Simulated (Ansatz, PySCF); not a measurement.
dimethylboranyl formate (C3H7BO2), SMILES CB(C)OC=O. Atoms are numbered in the order given.

```xyz
13

C     -1.7174     1.5473    -0.1841
B     -0.7310     0.3476     0.0381
C     -1.2103    -1.1373     0.2028
O      0.6223     0.7003     0.1113
C      1.6887    -0.1291     0.0885
O      1.7023    -1.2498    -0.3295
H     -2.4750     1.2993    -0.9473
H     -1.2204     2.4903    -0.4547
H     -2.2866     1.7138     0.7502
H     -0.6415    -1.6983     0.9608
H     -2.2864    -1.2065     0.4232
H     -1.0238    -1.6677    -0.7489
H      2.5799     0.3990     0.4911
```

Coordinates come from a B3LYP-D3(BJ)/def2-SVP optimisation. The values are those of a single conformer.

Two levels are set side by side: PBE-D3(BJ)/def2-SVP (Ansatz, a quantum-chemistry and plane-wave program) and B3LYP-D3(BJ)/def2-SVP (Ansatz). Each level has its own optimised geometry; the coordinates shown are those of the second. Frequencies come from the Hessian of PySCF at each geometry. Differences are taken from unrounded values.

| quantity | B3LYP-D3(BJ) | PBE-D3(BJ) | PBE-D3(BJ) minus B3LYP-D3(BJ) |
|---|---|---|---|
| mean bond length (Å) | 1.235 | 1.242 | 0.007 |
| bond C1–B2 (Å) | 1.569 | 1.572 | 0.003 |
| bond B2–C3 (Å) | 1.569 | 1.571 | 0.002 |
| bond B2–O4 (Å) | 1.400 | 1.410 | 0.009 |
| bond O4–C5 (Å) | 1.351 | 1.362 | 0.011 |
| bond C5–O6 (Å) | 1.196 | 1.206 | 0.010 |
| bond C1–H7 (Å) | 1.104 | 1.111 | 0.007 |
| bond C1–H8 (Å) | 1.100 | 1.107 | 0.007 |
| bond C1–H9 (Å) | 1.107 | 1.114 | 0.007 |
| bond C3–H10 (Å) | 1.101 | 1.109 | 0.007 |
| bond C3–H11 (Å) | 1.101 | 1.108 | 0.007 |
| bond C3–H12 (Å) | 1.105 | 1.113 | 0.007 |
| bond C5–H13 (Å) | 1.111 | 1.121 | 0.010 |
| highest harmonic wavenumber (cm⁻¹) | 3132 | 3087 | -46 |
| mean harmonic wavenumber (cm⁻¹) | 1345 | 1308 | -37 |
| zero-point energy (kcal/mol) | 63.44 | 61.71 | -1.73 |

GGA bonds tend to be longer and softer than those of functionals with exact exchange. Differences between two approximate levels are no errors against the true value.
